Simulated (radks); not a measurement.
Spherical quantum dot in the effective-mass picture: electrons in a well V = -V0 / (1 + exp((r - R)/a)) with V0 = 38.2, R = 1.56, a = 0.16, all in effective atomic units (hartree* = m*/eps^2 hartree, bohr* = eps/m* bohr), one dielectric constant everywhere. Calculated with a radial shooting solver with Libxc functionals: non-relativistic Kohn-Sham, LDA (Slater exchange, Perdew-Wang correlation), spin-polarised, spherical densities. Levels are named by radial order and angular momentum (1s, 1p, 1d, 2s, ...), and open shells are averaged over m. Results are scaled to m* = 0.174 and eps = 8.8, for which hartree* = 61.14 meV and bohr* = 2.676 nm.

N = 15, configuration 1s2 1p6 1d(up 5, down 2). This is the lowest configuration that the search found. Occupied and some empty levels:

| level | occupation | eigenvalue (meV) | <r> (nm) |
|---|---|---|---|
| 1s up | 1 | -1325.5 | 2.231 |
| 1s down | 1 | -1318.7 | 2.223 |
| 1p up | 3 | -1212.2 | 2.553 |
| 1p down | 3 | -1204.5 | 2.551 |
| 1d up | 5 | -1058.7 | 2.781 |
| 1d down | 2 | -1050.8 | 2.782 |
| 2s up | 0 | -947.66 | 2.167 |
| 2s down | 0 | -943.04 | 2.171 |
| 1f up | 0 | -872.91 | 2.965 |
| 1f down | 0 | -865.06 | 2.967 |
| 2p up | 0 | -727.30 | 2.487 |
| 2p down | 0 | -722.05 | 2.487 |

Energy (meV): total -23388.0, kinetic 3925.4, external -32845, Hartree 6359.8, exchange-correlation -828.40.
